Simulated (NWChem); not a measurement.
# VNH$_{4}$O$_{3}$; SMILES [OH][V]([OH])([NH2])=[O]

```xyz
9

V      0.0461     0.0222     0.0000
O      1.5838    -0.1278     0.0000
O     -0.5045     0.8891     1.4310
H      0.1186     1.1720     2.1097
O     -0.5045     0.8891    -1.4310
H      0.1186     1.1720    -2.1097
N     -0.6055    -1.6685     0.0000
H     -0.0519    -2.5190     0.0000
H     -1.6048    -1.8586     0.0000
```
Atoms are numbered in this order, from 1.

Results from NWChem. Pople sets run with spherical d functions. All runs use the structure optimised with PBE0/def2-SVP. No frequency run checked for a minimum. Ions are spin-unrestricted doublets at the neutral geometry; other ion states weren't tried.

Estimate the computed values for CAM-B3LYP/6-31G*. Quantities: vertical ionisation energy, ΔSCF (eV); −ε(HOMO) (eV).

The vertical ionisation energy, ΔSCF (eV) is 9.67. The −ε(HOMO) (eV) is 8.82.
